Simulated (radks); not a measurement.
All-electron atom: Ge II in [Ar] 3d10 4s2 4p1.

Calculated with a radial shooting solver on a logarithmic mesh with Libxc functionals: scalar-relativistic Kohn-Sham, BLYP, spin-unpolarised, spherical densities, finite nucleus; Fermi nuclear charge, rms radius 4.0742 fm.

Energy parts (Ry):
| part | energy |
|---|---|
| total | -4197.90376 |
| kinetic | 4274.12546 |
| electron-nucleus | -10096.26876 |
| Hartree | 1783.60137 |
| exchange-correlation | -159.36181 |

Orbitals (lengths in bohr, moments of r in powers of bohr; r(90%) holds 90 % of the orbital's charge):
orbital,occ.,eigenvalue (Ry),<r^2>,r(90%),<r^4>
1s,2,-806.4984,0.002973,0.0840,0.00002274
2s,2,-101.5032,0.05204,0.325,0.004694
2p,6,-88.80226,0.04135,0.300,0.003441
3s,2,-13.02228,0.4498,0.934,0.3270
3p,6,-9.14413,0.4932,0.996,0.4239
3d,10,-2.80733,0.6936,1.25,1.186
4s,2,-1.45756,4.715,3.04,36.15
4p,1,-0.82313,7.638,3.92,100.2

The highest occupied level is 4p at -11.199 eV. Summed over all electrons, <r^2> = 28.22 bohr^2, which gives a Langevin (diamagnetic) susceptibility term of -22.4 x 10^-6 cm^3/mol. For comparison, the ionisation energy in NIST's Atomic Spectra Database is 15.935 eV (measured). In exact Kohn-Sham theory the highest level is minus the ionisation energy, but local and semilocal functionals leave it too shallow, through self-interaction and a potential that decays too fast; potentials with the right tail come closer. The density falls to 0.001 e/bohr^3 at r = 3.94 bohr.

Beside tabulated values, note that spin-unpolarised runs miss the spin-polarisation part of the exchange energy of open shells.
